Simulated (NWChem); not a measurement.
Species: C₄H₄F₂; SMILES CC(F)=C=CF

Computed with NWChem. All runs use the structure optimised with PBE0/def2-SVP. Level: PBE0/def2-SVP with SMD (1 M gas to 1 M solution), gas-phase geometry.

For solvent water:

solvation free energy (kcal/mol): 0.7
cavity-dispersion-structure term (kcal/mol): 4.8
dipole in solution (D): 2.59

What are these values for solvent toluene?


| Quantity | Result |
|---|---|
| solvation free energy (kcal/mol) | -2.6 |
| cavity-dispersion-structure term (kcal/mol) | -0.4 |
| dipole in solution (D) | 2.36 |
